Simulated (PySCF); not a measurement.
# Electron correlation in C⁻ (carbon, charge -1)

[He] 2s2 2p3, high-spin 4S determinant. All numbers are calculated (PySCF 2.14, scalar relativity by spin-free X2C-1e, in dyall-acv3z). Frozen: 1s2; 5 electrons correlated; the 19 highest virtual orbitals of each spin left out.

| level | correlation energy (mhartree) |
| --- | --- |
| CCSD | -115.03 |
| (T) | -4.93 |
| CCSD(T) | -119.96 |

Diagnostics: T1 = 0.023, D1 = 0.0404, largest double amplitude 0.035.

Cost of the coupled-cluster step: about 9 core-seconds, for 5 correlated electrons.

Iterations:

```
CC2 = 0
CCSD nocc = (np.int64(4), np.int64(1)), nmo = (56, 56)
frozen orbitals [[0, 57, 58, 59, 60, 61, 62, 63, 64, 65, 66, 67, 68, 69, 70, 71, 72, 73, 74, 75], [0, 57, 58, 59, 60, 61, 62, 63, 64, 65, 66, 67, 68, 69, 70, 71, 72, 73, 74, 75]]
max_cycle = 100
direct = 0
conv_tol = 1e-08
conv_tol_normt = 1e-06
diis_space = 8
diis_start_cycle = 0
Init t2, MP2 energy = -0.0995305371153814
Init E_corr(UCCSD) = -0.0995305372820895
cycle = 1  E_corr(UCCSD) = -0.110711900198465  dE = -0.0111813629  norm(t1,t2) = 0.0471579
cycle = 2  E_corr(UCCSD) = -0.113371030507958  dE = -0.00265913031  norm(t1,t2) = 0.019775
cycle = 3  E_corr(UCCSD) = -0.114801703642981  dE = -0.00143067314  norm(t1,t2) = 0.0132751
cycle = 4  E_corr(UCCSD) = -0.115157117299464  dE = -0.000355413656  norm(t1,t2) = 0.00522302
cycle = 5  E_corr(UCCSD) = -0.115012658458606  dE = 0.000144458841  norm(t1,t2) = 0.00250405
cycle = 6  E_corr(UCCSD) = -0.115028252635492  dE = -1.55941769e-05  norm(t1,t2) = 0.000490281
cycle = 7  E_corr(UCCSD) = -0.115028314044694  dE = -6.14092024e-08  norm(t1,t2) = 0.000110502
cycle = 8  E_corr(UCCSD) = -0.115027563559252  dE = 7.50485442e-07  norm(t1,t2) = 3.37167e-05
cycle = 9  E_corr(UCCSD) = -0.115027593311749  dE = -2.97524963e-08  norm(t1,t2) = 1.16116e-05
cycle = 10  E_corr(UCCSD) = -0.11502760234955  dE = -9.03780138e-09  norm(t1,t2) = 4.63522e-06
cycle = 11  E_corr(UCCSD) = -0.115027668678371  dE = -6.63288212e-08  norm(t1,t2) = 2.33489e-06
cycle = 12  E_corr(UCCSD) = -0.115027683250586  dE = -1.45722149e-08  norm(t1,t2) = 7.92547e-07
cycle = 13  E_corr(UCCSD) = -0.115027673346514  dE = 9.90407219e-09  norm(t1,t2) = 1.72991e-07
UCCSD converged
E(UCCSD) = -37.84016321485322  E_corr = -0.1150276733465141
UCCSD(T) correction = -0.0049285316256727
```
